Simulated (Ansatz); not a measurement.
Born–Oppenheimer molecular dynamics of CH10Si3 (14 atoms, charge 0, multiplicity 1). It starts from a relaxed structure.

These are results of RKS PBE0-D4/STO-3G in Ansatz, not measurements.

```yaml
ensemble: NVT, Langevin thermostat
time_step: 0.25 fs
steps_asked: 250
set_temperature: 300 K
friction: 0.02 /fs
seed: 683315
```

Frames 1.25 fs apart, positions in Å, forces in eV/Å.

Velocities at 7.5 fs (Å/ps):

```
Si -1.22 -1.27 0.21
C -0.67 -2.48 5.93
H -1.24 0.11 3.21
H -0.41 -2.43 -15.59
H -24.13 16.46 8.09
H -19.15 -2.17 -4.59
Si 2.23 1.04 -5.60
H -14.03 0.93 3.46
H 2.36 4.74 -7.61
H 0.59 6.90 -8.08
Si 0.91 -3.73 7.38
H -0.28 -8.31 26.64
H -9.78 -6.33 26.51
H -0.17 -1.08 -5.89
```

```xyz
14
Properties=species:S:1:pos:R:3:forces:R:3 time_fs=7.5 energy_less_start_eV=0.205 T=208
Si -0.054 0.043 -0.017 -0.25 -0.13 0.54
C 0.042 -0.066 1.890 -0.79 0.90 -0.61
H -0.958 -0.259 2.287 -0.15 0.16 0.01
H 0.648 -0.849 2.277 0.90 -1.37 -0.05
H 0.427 0.819 2.398 -0.15 0.49 -0.30
H 1.248 0.136 -0.589 0.67 0.11 0.02
Si -1.176 1.883 -0.681 -0.75 -0.34 -0.21
H -2.583 1.795 -0.265 0.66 0.22 0.02
H -0.527 3.027 -0.101 -0.16 0.24 0.07
H -1.243 2.090 -2.129 0.27 -0.21 0.47
Si -0.929 -1.872 -0.784 -0.16 0.16 -0.14
H -2.235 -2.010 -0.158 0.32 -0.41 -0.08
H -1.168 -1.793 -2.217 0.11 -0.07 0.26
H -0.025 -2.994 -0.528 -0.53 0.25 0.01
14
Properties=species:S:1:pos:R:3:forces:R:3 time_fs=8.75 energy_less_start_eV=0.211 T=231
Si -0.056 0.042 -0.017 -0.65 -0.08 0.77
C 0.041 -0.068 1.897 -0.77 1.21 -0.68
H -0.960 -0.261 2.293 -0.13 0.00 -0.03
H 0.658 -0.862 2.255 0.81 -1.03 0.08
H 0.395 0.841 2.407 -0.03 -0.02 -0.44
H 1.227 0.135 -0.599 1.05 0.13 -0.10
Si -1.174 1.885 -0.689 -1.16 -0.39 -0.08
H -2.594 1.803 -0.259 1.02 0.23 -0.12
H -0.528 3.031 -0.114 -0.11 0.28 0.11
H -1.242 2.097 -2.135 0.25 -0.24 0.46
Si -0.928 -1.877 -0.775 -0.46 0.20 0.53
H -2.232 -2.026 -0.121 0.56 -0.36 -0.24
H -1.177 -1.805 -2.183 -0.02 -0.02 -0.33
H -0.028 -2.994 -0.537 -0.37 0.10 0.08
14
Properties=species:S:1:pos:R:3:forces:R:3 time_fs=10 energy_less_start_eV=0.199 T=230
Si -0.058 0.042 -0.018 -0.67 0.00 0.84
C 0.040 -0.069 1.904 -0.15 0.64 -0.51
H -0.963 -0.261 2.298 -0.10 -0.17 -0.06
H 0.679 -0.896 2.237 0.05 0.15 -0.10
H 0.363 0.865 2.411 0.14 -0.49 -0.52
H 1.219 0.139 -0.614 1.04 0.11 -0.05
Si -1.173 1.886 -0.696 -1.22 -0.51 0.07
H -2.589 1.816 -0.254 0.99 0.20 -0.17
H -0.535 3.034 -0.132 0.01 0.39 0.19
H -1.236 2.098 -2.135 0.21 -0.24 0.28
Si -0.928 -1.880 -0.766 -0.49 0.28 0.86
H -2.215 -2.049 -0.091 0.48 -0.32 -0.25
H -1.185 -1.823 -2.158 -0.15 0.04 -0.75
H -0.035 -2.991 -0.545 -0.15 -0.09 0.16
14
Properties=species:S:1:pos:R:3:forces:R:3 time_fs=11.25 energy_less_start_eV=0.211 T=215
Si -0.061 0.042 -0.018 -0.34 0.11 0.75
C 0.039 -0.070 1.909 0.28 0.18 -0.38
H -0.967 -0.263 2.305 0.02 -0.28 -0.12
H 0.702 -0.924 2.222 -0.58 1.10 -0.19
H 0.336 0.885 2.409 0.29 -0.86 -0.56
H 1.225 0.143 -0.627 0.69 0.06 0.13
Si -1.172 1.886 -0.704 -0.87 -0.44 0.25
H -2.569 1.829 -0.250 0.63 0.15 -0.14
H -0.547 3.048 -0.149 0.06 0.32 0.20
H -1.224 2.094 -2.135 0.14 -0.23 0.06
Si -0.930 -1.883 -0.756 -0.33 0.45 0.67
H -2.191 -2.071 -0.069 0.15 -0.31 -0.11
H -1.189 -1.838 -2.146 -0.21 0.07 -0.80
H -0.040 -2.984 -0.553 0.09 -0.31 0.24
14
Properties=species:S:1:pos:R:3:forces:R:3 time_fs=12.5 energy_less_start_eV=0.214 T=198
Si -0.064 0.042 -0.018 0.20 0.22 0.54
C 0.038 -0.072 1.913 0.36 -0.14 -0.53
H -0.965 -0.274 2.310 0.06 -0.31 -0.13
H 0.716 -0.934 2.211 -0.79 1.45 -0.18
H 0.320 0.891 2.401 0.41 -0.84 -0.44
H 1.242 0.149 -0.639 0.12 -0.02 0.39
Si -1.171 1.887 -0.712 -0.31 -0.26 0.49
H -2.545 1.838 -0.249 0.14 0.10 -0.07
H -0.558 3.065 -0.164 0.04 0.14 0.14
H -1.207 2.090 -2.135 0.07 -0.22 -0.18
Si -0.931 -1.885 -0.746 -0.15 0.54 0.13
H -2.167 -2.099 -0.050 -0.21 -0.30 0.04
H -1.192 -1.851 -2.146 -0.21 0.09 -0.50
H -0.042 -2.979 -0.554 0.28 -0.46 0.29
14
Properties=species:S:1:pos:R:3:forces:R:3 time_fs=13.75 energy_less_start_eV=0.200 T=216
Si -0.066 0.043 -0.018 0.63 0.32 0.42
C 0.038 -0.074 1.915 -0.06 -0.29 -1.05
H -0.965 -0.294 2.306 0.11 -0.23 -0.10
H 0.715 -0.925 2.197 -0.52 1.16 0.00
H 0.310 0.885 2.385 0.51 -0.45 -0.13
H 1.261 0.158 -0.640 -0.33 -0.09 0.57
Si -1.171 1.887 -0.720 0.48 0.09 0.72
H -2.520 1.847 -0.254 -0.46 0.06 0.05
H -0.562 3.087 -0.173 -0.08 -0.22 0.01
H -1.184 2.083 -2.136 0.00 -0.20 -0.40
Si -0.933 -1.887 -0.735 0.10 0.43 -0.61
H -2.146 -2.130 -0.032 -0.50 -0.28 0.17
H -1.196 -1.863 -2.156 -0.16 0.10 0.06
H -0.041 -2.982 -0.554 0.30 -0.39 0.29
14
Properties=species:S:1:pos:R:3:forces:R:3 time_fs=15 energy_less_start_eV=0.208 T=219
Si -0.068 0.044 -0.017 0.92 0.37 0.33
C 0.037 -0.076 1.915 -0.80 -0.16 -1.51
H -0.969 -0.314 2.300 0.28 -0.07 -0.10
H 0.707 -0.905 2.187 0.03 0.48 0.21
H 0.310 0.877 2.368 0.52 -0.03 0.16
H 1.275 0.167 -0.638 -0.65 -0.15 0.68
Si -1.171 1.887 -0.727 1.16 0.39 0.66
H -2.499 1.861 -0.256 -1.00 0.03 0.16
H -0.564 3.106 -0.188 -0.16 -0.50 -0.10
H -1.163 2.068 -2.146 -0.07 -0.20 -0.37
Si -0.936 -1.888 -0.724 0.20 0.17 -1.20
H -2.133 -2.166 -0.008 -0.55 -0.21 0.17
H -1.203 -1.871 -2.168 -0.09 0.09 0.65
H -0.037 -2.989 -0.547 0.22 -0.20 0.25
14
Properties=species:S:1:pos:R:3:forces:R:3 time_fs=16.25 energy_less_start_eV=0.217 T=202
Si -0.069 0.045 -0.017 1.02 0.37 0.32
C 0.034 -0.076 1.912 -1.66 0.39 -1.76
H -0.974 -0.336 2.296 0.53 0.15 -0.14
H 0.696 -0.878 2.177 0.77 -0.43 0.46
H 0.317 0.873 2.358 0.40 0.13 0.28
H 1.286 0.170 -0.626 -0.81 -0.19 0.69
Si -1.170 1.887 -0.732 1.25 0.50 0.46
H -2.492 1.876 -0.251 -1.07 -0.01 0.13
H -0.569 3.118 -0.206 -0.14 -0.57 -0.12
H -1.151 2.047 -2.161 -0.12 -0.21 -0.15
Si -0.939 -1.891 -0.714 0.13 -0.26 -1.24
H -2.129 -2.210 0.023 -0.26 -0.04 -0.04
H -1.212 -1.877 -2.171 -0.06 0.07 0.95
H -0.022 -2.994 -0.536 0.03 0.09 0.16
14
Properties=species:S:1:pos:R:3:forces:R:3 time_fs=17.5 energy_less_start_eV=0.199 T=235
Si -0.070 0.046 -0.018 0.73 0.32 0.47
C 0.029 -0.077 1.907 -1.94 1.05 -1.77
H -0.975 -0.347 2.292 0.55 0.23 -0.12
H 0.692 -0.855 2.171 1.23 -1.09 0.60
H 0.324 0.870 2.354 0.21 0.06 0.22
H 1.282 0.170 -0.605 -0.59 -0.18 0.53
Si -1.168 1.886 -0.737 0.77 0.46 0.28
H -2.501 1.890 -0.237 -0.64 -0.05 -0.08
H -0.577 3.121 -0.222 -0.04 -0.49 -0.10
H -1.141 2.025 -2.180 -0.18 -0.20 0.17
Si -0.943 -1.893 -0.705 0.01 -0.61 -0.78
H -2.130 -2.250 0.058 0.11 0.16 -0.32
H -1.214 -1.882 -2.154 -0.13 0.05 0.80
H -0.010 -2.993 -0.522 -0.09 0.27 0.09
14
Properties=species:S:1:pos:R:3:forces:R:3 time_fs=18.75 energy_less_start_eV=0.154 T=263
Si -0.070 0.049 -0.019 0.22 0.18 0.76
C 0.021 -0.077 1.901 -1.00 0.65 -1.58
H -0.971 -0.353 2.283 0.18 0.17 0.07
H 0.704 -0.853 2.178 0.76 -0.71 0.35
H 0.332 0.861 2.353 0.07 0.16 0.21
H 1.272 0.165 -0.570 -0.11 -0.13 0.23
Si -1.166 1.885 -0.741 0.00 0.32 0.19
H -2.520 1.903 -0.223 0.01 -0.11 -0.37
H -0.590 3.118 -0.235 0.13 -0.27 -0.04
H -1.131 2.002 -2.197 -0.22 -0.18 0.44
Si -0.948 -1.895 -0.695 0.02 -0.79 0.10
H -2.130 -2.285 0.089 0.38 0.33 -0.54
H -1.212 -1.887 -2.118 -0.30 0.03 0.14
H 0.001 -2.987 -0.510 -0.14 0.35 0.05
14
Properties=species:S:1:pos:R:3:forces:R:3 time_fs=20 energy_less_start_eV=0.189 T=234
Si -0.070 0.052 -0.020 -0.41 0.03 1.04
C 0.012 -0.076 1.893 0.92 -0.25 -1.16
H -0.961 -0.355 2.269 -0.51 -0.02 0.39
H 0.729 -0.867 2.191 -0.37 0.36 -0.18
H 0.339 0.852 2.359 -0.07 0.19 0.13
H 1.259 0.165 -0.532 0.50 -0.09 -0.10
Si -1.163 1.884 -0.747 -0.67 0.17 0.38
H -2.539 1.909 -0.214 0.59 -0.14 -0.62
H -0.598 3.117 -0.253 0.24 -0.09 0.02
H -1.119 1.976 -2.202 -0.26 -0.12 0.38
Si -0.953 -1.897 -0.686 0.04 -0.93 1.06
H -2.133 -2.318 0.115 0.65 0.51 -0.75
H -1.211 -1.891 -2.082 -0.47 0.00 -0.60
H 0.011 -2.978 -0.494 -0.18 0.38 0.00
14
Properties=species:S:1:pos:R:3:forces:R:3 time_fs=21.25 energy_less_start_eV=0.272 T=211
Si -0.069 0.056 -0.021 -0.87 -0.15 1.19
C 0.005 -0.076 1.884 1.99 -0.78 -0.67
H -0.961 -0.360 2.258 -0.77 -0.09 0.53
H 0.747 -0.877 2.203 -1.10 0.99 -0.57
H 0.342 0.844 2.365 -0.20 0.18 0.04
H 1.253 0.167 -0.504 0.92 -0.06 -0.33
Si -1.161 1.882 -0.752 -1.08 0.02 0.66
H -2.552 1.917 -0.215 0.92 -0.18 -0.75
H -0.600 3.111 -0.263 0.33 0.08 0.05
H -1.110 1.948 -2.199 -0.27 -0.05 0.15
Si -0.959 -1.900 -0.677 0.01 -0.78 1.46
H -2.135 -2.342 0.132 0.74 0.61 -0.83
H -1.217 -1.893 -2.062 -0.52 -0.04 -0.91
H 0.016 -2.960 -0.474 -0.09 0.25 -0.03
```

Of the whole run (62 fs, mean temperature of the second half 203 K): The mean temperature of the second half is 32 % below the set value. A run of 0.062 ps of so small a system gives no equilibrium averages. Limits of this set-up: minimal basis.

Time of the run: 9.1 min on 1 thread of Arm Neoverse V2, with other jobs on the host, peak memory 0.11 GiB.
